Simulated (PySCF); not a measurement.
CH₂Cl, SMILES [CH2]Cl, multiplicity 2.

Geometry: r2SCAN-D4/def2-TZVP. The isomer is the one that the SMILES or the coordinates give; other isomers of the formula were not compared.

Level of theory: r2SCAN-D4/def2-TZVP (PySCF).

Frequencies are harmonic and unscaled.

Computed normal modes with their intensities:
| mode | ν (cm⁻¹) | IR (km/mol) | moving atoms (share of kinetic energy) |
|---|---|---|---|
| 1 | 255 | 70.6 | H 78 %, C 22 % |
| 2 | 846 | 33.4 | C 64 %, Cl 28 % |
| 3 | 1000 | 0.2 | H 85 %, C 13 % |
| 4 | 1411 | 9.7 | H 92 %, C 8 % |
| 5 | 3167 | 7.7 | H 97 % |
| 6 | 3320 | 0.0 | H 88 %, C 12 % |
